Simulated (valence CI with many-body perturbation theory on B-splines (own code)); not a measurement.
## W XXIV: calculated level list

Computed by configuration interaction combined with many-body perturbation theory (CI+MBPT): five valence electrons over a frozen Dirac-Fock core [Kr] 4d10, radial functions for each j: 7 s, 7 p, 7 d, 7 f, 4 g, 2 h, with the one-electron correlation potential Σ1, the two-electron term Σ2, the three-electron term Σ3, Breit, model QED; selected CI, second order for the rest, scaled by the run's own slope (own B-spline code, finite nucleus).

No measured spectrum was set against this ion. As an estimate, terms of the open shell hold to a few per cent of their energy, and close levels can change places. Among the levels kept, up to 1000 cm⁻¹ of a level comes from second order outside the variational space, and about a tenth of that is noise between levels of different J, which matters for small intervals. Only levels of the ground parity were solved; by the run's estimate the other parity begins above the list, which can be wrong where configurations are misplaced.

Levels 46 to 90 of 194, with energies above the lowest level, (4f5/2^5) J=5/2. "Leading %" is the weight of the configuration and term that name the level; weights of strongly mixed levels are sums over their largest components and can fall short. In the jj column 3d3/2^4 stands for four electrons in 3d with j = 3/2.

```csv
No.,Configuration,Term,J,E (cm⁻¹),Leading %,g,Second component,Leading jj
46,4f5,4G°,11/2,93351,39,1.136,30 % 4f5 2H°,4f5/2^3 4f7/2^2 (44 %)
47,4f5,4K°,15/2,94416,56,1.049,27 % 4f5 4L°,4f5/2^2 4f7/2^3 (94 %)
48,4f5,4G°,11/2,94481,43,1.174,22 % 4f5 4H°,4f5/2^2 4f7/2^3 (28 %)
49,4f5,2P°,3/2,94481,34,1.592,27 % 4f5 4P°,4f5/2^3 4f7/2^2 (59 %)
50,4f5,6P°,7/2,94572,51,1.520,30 % 4f5 4D°,4f5/2^2 4f7/2^3 (40 %)
51,4f5,4L°,19/2,95764,45,1.099,26 % 4f5 2M°,4f5/2^2 4f7/2^3 (76 %)
52,4f5,4F°,9/2,96301,55,1.134,14 % 4f5 4I°,4f5/2^3 4f7/2^2 (71 %)
53,4f5,4P°,1/2,96696,69,1.839,24 % 4f5 4D°,4f5/2^2 4f7/2^3 (81 %)
54,4f5,4G°,9/2,98708,55,1.072,15 % 4f5 4I°,4f5/2^3 4f7/2^2 (49 %)
55,4f5,4I°,15/2,99773,46,1.089,26 % 4f5 2K°,4f5/2^3 4f7/2^2 (62 %)
56,4f5,4F°,9/2,101080,45,1.163,19 % 4f5 2G°,4f5/2^2 4f7/2^3 (49 %)
57,4f5,4F°,5/2,101180,29,1.088,26 % 4f5 2F°,4f5/2^2 4f7/2^3 (46 %)
58,4f5,2N°,19/2,102300,69,1.006,24 % 4f5 4L°,4f5/2^2 4f7/2^3 (80 %)
59,4f5,4F°,3/2,103110,42,0.793,32 % 4f5 2D°,4f5/2^3 4f7/2^2 (37 %)
60,4f5,2D°,5/2,103540,25,1.037,21 % 4f5 4G°,4f5/2^4 4f7/2 (37 %)
61,4f5,2O°,21/2,103890,52,1.025,28 % 4f5 4M°,4f5/2^2 4f7/2^3 (50 %)
62,4f5,4I°,11/2,104290,57,1.019,23 % 4f5 2H°,4f5/2^3 4f7/2^2 (47 %)
63,4f5,4I°,15/2,105910,39,1.074,27 % 4f5 2L°,4f5/2 4f7/2^4 (44 %)
64,4f5,4F°,7/2,106590,60,1.200,15 % 4f5 4D°,4f5/2^2 4f7/2^3 (66 %)
65,4f5,2M°,17/2,106910,65,0.994,22 % 4f5 4L°,4f5/2^2 4f7/2^3 (78 %)
66,4f5,4H°,13/2,108360,37,1.079,29 % 4f5 2K°,4f5/2^2 4f7/2^3 (64 %)
67,4f5,2H°,9/2,108960,39,0.982,25 % 4f5 4H°,4f5/2^2 4f7/2^3 (47 %)
68,4f5,2K°,13/2,110230,59,0.977,22 % 4f5 4I°,4f5/2^2 4f7/2^3 (43 %)
69,4f5,4P°,5/2,110310,44,1.406,21 % 4f5 4F°,4f5/2^2 4f7/2^3 (71 %)
70,4f5,4G°,5/2,111750,24,0.958,24 % 4f5 2F°,4f5/2^3 4f7/2^2 (46 %)
71,4f5,2I°,11/2,112780,31,1.028,22 % 4f5 4G°,4f5/2^3 4f7/2^2 (42 %)
72,4f5,2I°,13/2,115380,39,1.083,23 % 4f5 4I°,4f5/2^3 4f7/2^2 (54 %)
73,4f5,4G°,7/2,115770,33,1.004,21 % 4f5 2F°,4f5/2^3 4f7/2^2 (39 %)
74,4f5,2I°,11/2,116260,25,1.036,19 % 4f5 2H°,4f5/2^3 4f7/2^2 (59 %)
75,4f5,4H°,7/2,116450,38,0.880,23 % 4f5 4G°,4f5/2^3 4f7/2^2 (55 %)
76,4f5,2L°,17/2,118190,48,1.084,30 % 4f5 4K°,4f5/2 4f7/2^4 (81 %)
77,4f5,2D°,3/2,118990,27,1.208,24 % 4f5 4P°,4f5/2^2 4f7/2^3 (55 %)
78,4f5,4D°,1/2,119900,36,1.018,31 % 4f5 4P°,4f5/2 4f7/2^4 (66 %)
79,4f5,2I°,11/2,120120,37,1.024,29 % 4f5 4H°,4f5/2^2 4f7/2^3 (47 %)
80,4f5,2F°,7/2,121040,54,1.055,32 % 4f5 2G°,4f5/2^2 4f7/2^3 (71 %)
81,4f5,2O°,23/2,121810,100,1.041,,4f5/2^2 4f7/2^3 (100 %)
82,4f5,4G°,9/2,122050,46,1.053,19 % 4f5 4I°,4f5/2^2 4f7/2^3 (53 %)
83,4f5,2L°,15/2,122420,48,1.055,38 % 4f5 4I°,4f5/2^2 4f7/2^3 (72 %)
84,4f5,4I°,13/2,123160,34,1.045,31 % 4f5 2K°,4f5/2^2 4f7/2^3 (71 %)
85,4f5,2D°,3/2,124020,33,1.197,30 % 4f5 4P°,4f5/2^2 4f7/2^3 (55 %)
86,4f5,2H°,11/2,125670,45,1.096,26 % 4f5 4G°,4f5/2^2 4f7/2^3 (60 %)
87,4f5,2F°,7/2,127590,44,1.054,28 % 4f5 2G°,4f5/2^2 4f7/2^3 (67 %)
88,4f5,2H°,9/2,127880,34,1.046,30 % 4f5 2G°,4f5/2^2 4f7/2^3 (46 %)
89,4f5,4G°,5/2,129680,33,1.059,26 % 4f5 2D°,4f5/2^2 4f7/2^3 (62 %)
90,4f5,2M°,19/2,130570,65,1.050,16 % 4f5 2N°,4f5/2 4f7/2^4 (85 %)
```

Where two levels of one J and parity lie close, their mixing, g and order are uncertain.
